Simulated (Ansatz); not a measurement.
`[OH][Al]([F])[Cl]` + H₂O → `[OH][Al]([OH])[F]` + HCl at 600 K and 1 bar (formal hydrolysis of the Al–Cl bond).

Calculated with Ansatz (gas phase, PBE0-D4/def2-TZVP geometries, no zero-point term in ΔE). CCSD(T)/CBS adds triple-zeta CCSD(T) − MP2 to the extrapolated MP2 energy (def2 sets, frozen cores). This one scheme is used for every species. Each species was taken in one conformer, which may not be the lowest.

```tsv
species	CCSD(T)/CBS energy (Eh)	H − E (kJ/mol)	S (J/(mol·K))
`[OH][Al]([F])[Cl]`	-877.57483	89.3	370.3
H₂O	-76.37941	76.8	212.8
`[OH][Al]([OH])[F]`	-493.56273	125.3	367.5
HCl	-460.38127	35.4	207.2
```

H − E and S are ideal-gas, rigid-rotor, harmonic terms from PBE0-D4/def2-TZVP, for one conformer and one mirror image of each species. 1 Eh = 2625.50 kJ/mol, R = 8.31446 J/(mol·K).

Question: By hand: ΔE, ΔH, ΔS and ΔG.

Answer: ΔE = (-493.56273) + (-460.38127) − (-877.57483) − (-76.37941) = 0.01024 Eh = 26.9 kJ/mol. Δ(H − E) = 125.3 + 35.4 − 89.3 − 76.8 = -5.4, so ΔH = 21.5 kJ/mol. ΔS = 367.5 + 207.2 − 370.3 − 212.8 = -8.4 J/(mol·K). ΔG = 21.5 − 600 × (-8.4)/1000 = 26.5 kJ/mol.

Question: By hand: the equilibrium constant, and the temperature at which ΔG would vanish if ΔH and ΔS stayed fixed.

Answer: log₁₀ K = −ΔG/(RT ln 10) = -2.3. ΔH and −TΔS have one sign here, so there is no such temperature.

The number of gas molecules stays the same, so ΔS is small and ΔH decides. A doubt of 5 kJ/mol in ΔE shifts log₁₀ K by 0.4 here. Other conformers and mirror images would add mixing entropy, several J/(mol·K) or more a flexible species. These are equilibria of isolated gas molecules and say nothing of rates. Largest T1 diagnostic: 0.012 (customary marks: 0.02 for closed shells, 0.045 for open ones).

ΔS is within the doubt of such terms, so its sign, and with it that verdict, could turn.
